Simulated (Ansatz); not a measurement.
One change: `C[Si](C)(C)[Al]([F])[F]` becomes `B[Si](C)(C)C`.

Ansatz, PBE0-D4/def2-TZVP geometries, multiplicity 1. Each molecule was computed in one conformer, which needn't be the lowest.

| property | `C[Si](C)(C)[Al]([F])[F]` |
| --- | --- |
| size of the dipole moment (PBE/def2-TZVPP) / D | 3.23 |
| LUMO energy (PBE/def2-TZVPP) / eV | -1.82 |
| HOMO energy (B3LYP/def2-TZVPP) / eV | -7.49 |
| size of the dipole moment (ωB97M-V/def2-TZVPP) / D | 3.17 |
| size of the dipole moment (B3LYP/def2-TZVPP) / D | 3.21 |
| HOMO–LUMO gap (PBE/def2-TZVPP) / eV | 4.70 |

(1) What does the change do to each property? (Best estimate.)

## Answers

(1) Computed: 
```csv
property,`B[Si](C)(C)C`,shift
size of the dipole moment (PBE/def2-TZVPP) / D,0.66,-2.57
LUMO energy (PBE/def2-TZVPP) / eV,-3.08,-1.26
HOMO energy (B3LYP/def2-TZVPP) / eV,-7.37,0.12
size of the dipole moment (ωB97M-V/def2-TZVPP) / D,0.50,-2.67
size of the dipole moment (B3LYP/def2-TZVPP) / D,0.52,-2.69
HOMO–LUMO gap (PBE/def2-TZVPP) / eV,3.24,-1.46
```

With PBE0 the HOMO rises by 0.12 eV and the LUMO falls by 0.99 eV, so the gap narrows by about 1.11 eV. PBE moves the HOMO by 0.20 eV and ωB97M-V by -0.04 eV. Dipoles are sizes alone; their direction can turn.

B3LYP here is the variant with VWN-RPA as its local correlation; programs differ in this.
